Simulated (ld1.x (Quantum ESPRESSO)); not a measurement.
**Transferability test, PAW potential for Pb**

| Property | Result |
| --- | --- |
| Element | Pb |
| Generator | ld1.x (Quantum ESPRESSO) 7.5 |
| Type | PAW |
| Functional | PBE |
| Relativity | scalar-relativistic |
| Frozen core | [Xe] 4f14 |
| Valence charge | 14 |
| Reference configuration | 5d10 6s2 6p0 (charge +2) |
| Partial waves | 6s (bound): rcut 1.55, rcutus 2.10 bohr; 6s channel at -0.85 Ry: rcut 1.55, rcutus 2.10 bohr; 6p (bound, empty): rcut 2.05, rcutus 2.85 bohr; 6p channel at 1.5 Ry: rcut 2.05, rcutus 2.85 bohr; 5d (bound): rcut 1.50, rcutus 1.75 bohr; 5d channel at -2.25 Ry: rcut 1.50, rcutus 1.75 bohr |
| Local potential | all-electron potential smoothed inside 1.45 bohr (lloc = -2) |
| Core correction | Bessel-smoothed model core inside 1.05 bohr |
| Augmentation charge | BESSEL, radius 1.45 bohr |

Energies are relative to the spin-unpolarised reference configuration 5d10 6s2 6p0; without spin polarisation the order of configurations can differ from experiment.

```json
{"valence configuration": "5d10 6s2 6p2", "charge": "0", "ΔE all-electron (eV)": "-20.020", "error AE − PS (meV)": "+28"}
{"valence configuration": "5d10 6s2 6p2.3", "charge": "-0.3", "ΔE all-electron (eV)": "-20.819", "error AE − PS (meV)": "+31"}
{"valence configuration": "5d10 6s0 6p4", "charge": "0", "ΔE all-electron (eV)": "-2.185", "error AE − PS (meV)": "+66"}
{"valence configuration": "5d10 6s1 6p3", "charge": "0", "ΔE all-electron (eV)": "-11.284", "error AE − PS (meV)": "+39"}
{"valence configuration": "5d10 6s1 6p2", "charge": "+1", "ΔE all-electron (eV)": "-3.917", "error AE − PS (meV)": "+25"}
```

(1) What are ΔE and the potential's error for 5d10 6s2 6p1?

(2) What are ΔE and the potential's error for 5d10 6s1 6p0?

Results:

(1) ΔE = -13.445 eV all-electron; the error (AE − PS) is +14 meV.

(2) ΔE = 32.410 eV all-electron; the error (AE − PS) is -12 meV.
